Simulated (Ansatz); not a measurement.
The lowest singlet and triplet of ClHSi (SMILES [SiH]Cl); geometries from B3LYP-D3(BJ)/def2-TZVP, each state relaxed from the structure named, with no frequency check.
Singlet at the triplet's geometry (charge 0, multiplicity 1):
```json
[
 {"atom": "Si", "x (Å)": "-0.9771", "y (Å)": "0.4537", "z (Å)": "0.0000"},
 {"atom": "Cl", "x (Å)": "0.9272", "y (Å)": "-0.3414", "z (Å)": "0.0000"},
 {"atom": "H", "x (Å)": "-2.0822", "y (Å)": "-0.5483", "z (Å)": "0.0000"}
]
```

```tsv
level	gap E(singlet) − E(triplet), vertical, at the triplet's geometry (kcal/mol)	cost
R-HF/cc-pV(D+d)Z	-10.41	-
U-HF/cc-pV(D+d)Z (spin-contaminated)	-13.78	-
R-HF/cc-pV(T+d)Z	-10.07	-
R-B3LYP/def2-TZVPP	-26.57	×1
U-B3LYP/def2-TZVPP	-26.57	×2
R-BHLYP/def2-TZVPP	-25.25	×1
R-MP2/cc-pV(T+d)Z	-23.96	-
R-MP2/cc-pV(Q+d)Z	-24.65	-
U-MP2/cc-pV(Q+d)Z (spin-contaminated)	-19.29	-
R-SCS-MP2/cc-pV(D+d)Z	-25.39	-
U-SCS-MP2/cc-pV(T+d)Z (spin-contaminated)	-21.83	-
SC-NEVPT2 on SA-CASSCF(2,2)/cc-pV(D+d)Z	-26.03	-
FIC-MRCISD+Q on SA-CASSCF(2,2)/cc-pV(T+d)Z	-26.87	-
FIC-MRCISD+Q on SA-CASSCF(2,2)/cc-pV(Q+d)Z	-27.09	-
```

The rows run from -27.09 (FIC-MRCISD+Q on SA-CASSCF(2,2)/cc-pV(Q+d)Z) to -10.07 kcal/mol (R-HF/cc-pV(T+d)Z).

A positive gap puts the triplet lower; no zero-point energy. R- takes a restricted singlet. U- takes an unrestricted singlet (broken symmetry where lower, unprojected). The triplet is unrestricted in single-reference levels. Active spaces average the two states.

Frozen-core correlation.

Doubts at one or more of the structures used: a restricted determinant that unrestricted orbitals would lower (R-HF/cc-pV(D+d)Z, R-HF/cc-pV(T+d)Z, R-MP2/cc-pV(T+d)Z, R-MP2/cc-pV(Q+d)Z, R-SCS-MP2/cc-pV(D+d)Z).

The values were computed with Ansatz (Gaussian orbitals). Values without a source in brackets are computed.

Costs are rough ratios of core time to R-PBE/def2-TZVPP (about 3 s over the structures, on one shared machine); a dash marks a level with no comparable run of its own.

Ansatz is a first-principles code.
